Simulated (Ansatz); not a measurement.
Molecule: C2, charge -2, multiplicity 1. 
Structure (B3LYP-D3(BJ)/def2-TZVP (Ansatz, an electronic-structure program) minimum search):
```xyz
2

C      0.0000     0.0000    -0.6347
C      0.0000     0.0000     0.6347
```
Charge -2, spin multiplicity 1.

Parts of the frozen-core correlation energy in 6-31G (Ansatz, hartree). Frozen orbitals: 2; correlated occupied orbitals by spin: 5 and 5; virtual: 11 and 11. No spin-orbit coupling. Non-relativistic.

```json
[
 {"term": "reference (HF)", "value": "-75.22988"},
 {"term": "MP2 opposite-spin", "value": "?"},
 {"term": "MP2 same-spin", "value": "?"},
 {"term": "CCSD correlation", "value": "-0.17709"},
 {"term": "(T)", "value": "?"},
 {"term": "FCI minus CCSD(T)", "value": "-0.00099"},
 {"term": "T1 diagnostic", "value": "0.012"},
 {"term": "largest doubles amplitude", "value": "0.107"}
]
```

### Question
What belongs in the gaps?

### Answer

- MP2 opposite-spin, value: -0.12582
- MP2 same-spin, value: -0.04533
- (T), value: -0.00729
